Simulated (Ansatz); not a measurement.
Stepwise reaction of `[CH3][GaH2]` with hydrogen fluoride, as a gas-phase model of exchange steps in deposition or etching. ΔE in kJ/mol.

Isolated molecules relaxed with PBE0-D4/def2-TZVP in Ansatz; ΔE leaves out vibrations. CCSD(T)/CBS adds triple-zeta CCSD(T) − MP2 to the extrapolated MP2 energy (def2 sets, frozen cores). This one scheme is used for every species. DFT in def2-TZVPP. B3LYP here is the variant with VWN-RPA as its local correlation; programs differ in this. For Ga outer-core shells are correlated without core-valence functions, which leaves a few kJ/mol of doubt a bond. Scalar relativity is left out up to krypton.

```
step                                          reaction  PBE-D4  B3LYP-D4  ωB97M-V  CCSD(T)/CBS
   1        `[CH3][GaH2]` + H–F → `[CH3][GaH][F]` + H₂   -90.9     -94.0    -90.3        -87.2
   2  `[CH3][GaH][F]` + H–F → `[CH3][Ga]([F])[F]` + H₂   -73.2     -76.5    -73.8        -71.5
```

(1) By hand: ΔE of the 2 steps together at CCSD(T)/CBS.

Results:

(1) (-87.2) + (-71.5) = -158.7 kJ/mol, or -79.3 kJ/mol a step.

In ΔE each step is higher than the one before. All are downhill at CCSD(T)/CBS. PBE-D4 differs from CCSD(T)/CBS by -3.7 to -1.7 kJ/mol a step. Isolated molecules leave out the surface, adducts and barriers. Largest T1 diagnostic: 0.014.
